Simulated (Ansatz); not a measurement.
`C[SiH](C)[SiH2]Cl` and `C[SiH](C)[AlH][Cl]` differ in one atom or group.

Ansatz, PBE0-D4/def2-TZVP geometries, multiplicity 1. Each molecule was computed in one conformer, which needn't be the lowest.

| property | `C[SiH](C)[SiH2]Cl` |
| --- | --- |
| HOMO–LUMO gap (PBE/def2-TZVPP) / eV | 5.33 |
| HOMO–LUMO gap (PBE0/def2-TZVPP) / eV | 7.34 |
| size of the dipole moment (ωB97M-V/def2-TZVPP) / D | 1.76 |
| LUMO energy (PBE0/def2-TZVPP) / eV | -0.35 |
| HOMO energy (ωB97M-V/def2-TZVPP) / eV | -9.73 |
| HOMO–LUMO gap (ωB97M-V/def2-TZVPP) / eV | 11.13 |

(1) Give the same properties after the change, and the shifts. (Best estimate.)

## Answers

(1) Ansatz gave: 
```json
{"property": "HOMO–LUMO gap (PBE/def2-TZVPP) / eV", "`C[SiH](C)[AlH][Cl]`": "3.61", "shift": "-1.72"}
{"property": "HOMO–LUMO gap (PBE0/def2-TZVPP) / eV", "`C[SiH](C)[AlH][Cl]`": "5.44", "shift": "-1.90"}
{"property": "size of the dipole moment (ωB97M-V/def2-TZVPP) / D", "`C[SiH](C)[AlH][Cl]`": "2.10", "shift": "0.34"}
{"property": "LUMO energy (PBE0/def2-TZVPP) / eV", "`C[SiH](C)[AlH][Cl]`": "-1.77", "shift": "-1.42"}
{"property": "HOMO energy (ωB97M-V/def2-TZVPP) / eV", "`C[SiH](C)[AlH][Cl]`": "-9.20", "shift": "0.53"}
{"property": "HOMO–LUMO gap (ωB97M-V/def2-TZVPP) / eV", "`C[SiH](C)[AlH][Cl]`": "9.07", "shift": "-2.06"}
```

With PBE0 the HOMO rises by 0.47 eV and the LUMO falls by 1.42 eV, so the gap narrows by about 1.89 eV. PBE moves the HOMO by 0.41 eV and ωB97M-V by 0.53 eV. Dipoles are sizes alone; their direction can turn.
